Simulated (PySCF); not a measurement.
## Excitation energy of La(2+) by level of theory

La(2+) [Xe] 5d1 (2D) → La(2+) [Xe] 6s1 (2S), as a difference of total energies. Calculation: PySCF 2.14, in def2-QZVPPD with the def2 core potential (46 electrons); scalar relativity through the core potential. Correlated levels: valence: nothing frozen outside the core potential. The calculations carry no spin-orbit coupling.

| method | excitation energy (eV) |
| --- | --- |
| UHF | 1.513 |
| MP2 (valence) | 1.374 |
| SCS-MP2 (valence) | 1.447 |
| CCSD (valence) | 1.503 |
| CCSD(T) (valence) | 1.480 |

Q: How much does correlation contribute at CCSD(T) (valence)?

A: 1.480 − (1.513) = -0.033 eV, measured against UHF.
